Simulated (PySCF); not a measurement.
**Static response to an electric field**

Species: C4H9NSi2.
Cartesian coordinates in Å at the PBE0-D3(BJ)/def2-SVP level; atoms count from 1:
```
atom  x, y, z in Å
Si1    4.0008    0.6234    0.4225
Si2    2.3112   -0.9308   -0.0588
N3     0.7329   -0.1482    0.1752
C4    -0.1732   -0.4213    1.1791
C5    -1.2172    0.4690    1.0896
C6    -0.9431    1.3272   -0.0131
C7     0.2588    0.9268   -0.5480
H8     3.7416    1.2312    1.7624
H9     4.0017    1.7007   -0.6143
H10    5.3405   -0.0416    0.4295
H11    2.3338   -2.0931    0.8751
H12    2.4091   -1.4141   -1.4688
H13   -0.0004   -1.2369    1.8788
H14   -2.0888    0.4978    1.7409
H15   -1.5618    2.1457   -0.3762
H16    0.8148    1.3197   -1.3983
```

Level: CAM-B3LYP/def2-SVPD (PySCF), static field, nuclei fixed, core orbitals frozen in the response. The polarisability tensor in these axes (au):

```
x   130.37  -6.05  -6.72
y    -6.05 102.17  -5.65
z    -6.72  -5.65  95.38
```

**Question.** What are the eigenvalues, a third of the trace, and Δα (Δα² = ½Σ(αi − αj)² over the three pairs)?

**Answer.** Principal values 90.23, 105.24 and 132.44 au; mean 109.30 au = 16.20 Å³ = 18.02 × 10⁻⁴⁰ C²·m²/J; Δα = 37.07 au (34 % of the mean).

**Question.** What is the dipole moment, and where does it point?

**Answer.** (1.30, -0.59, -0.14) D, 1.43 D in size, pointing from the negative to the positive side. Measured along this direction, the outermost atoms are H14 and H15 at the negative end and H10 at the positive end.

**Question.** Estimate the molar refractivity from the static electronic polarisability.

**Answer.** Lorentz–Lorenz: R = (4π/3)N_A α = 2.5225 cm³/(mol·Å³) × 16.20 Å³ = 40.9 cm³/mol, in the limit of long wavelengths.

**Question.** Sum over states: ᾱ = Σ f/ω², ω in Eh. What share falls to these 6 lowest TDDFT singlets (eV, f)? 5.60, 0.0018; 6.07, 0.0272; 6.12, 0.0276; 6.23, 0.0366; 6.40, 0.0170; 6.47, 0.0673.

**Answer.** They add up to 3.33 au, 3.0 % of the 109.30 au; the largest single term is 1.19 au, from the state at 6.47 eV. Terms in order: 0.04, 0.55, 0.55, 0.70, 0.31, 1.19 au. Higher excitations give the rest. The strengths listed sum to 0.178.

**Question.** Traceless (Buckingham) quadrupole moment about the centre of nuclear charge: eigenvalues?

**Answer.** -5.52, 1.17, 4.35 D·Å. The values depend on the origin, since the dipole doesn't vanish. The electronic extent ⟨r²⟩ about the same centre is 1354 bohr², a root-mean-square distance of 2.36 Å for the 68 electrons.

**Question.** How large is μ²/3kT at 298 K beside α?

**Answer.** In Gaussian units μ²/3kT = 16.67 Å³ against 16.20 Å³, a ratio of 1.03; the Debye molar polarisation (4π/3)N_A(α + μ²/3kT) is 82.9 cm³/mol, leaving out the vibrational part.

**Question.** Find the Langevin capture rate constant for H3+ (3.023 u) meeting this molecule (127.027 u), k = 2.342 × 10⁻⁹ cm³/s × √(α in Å³ / reduced mass in u).

**Answer.** The reduced mass is 2.95 u, so k = 5.48 × 10⁻⁹ cm³/s. The formula leaves out the permanent dipole, which adds to the capture rate.

Geometry: PBE0-D3(BJ)/def2-SVP, one conformer, isolated molecule.
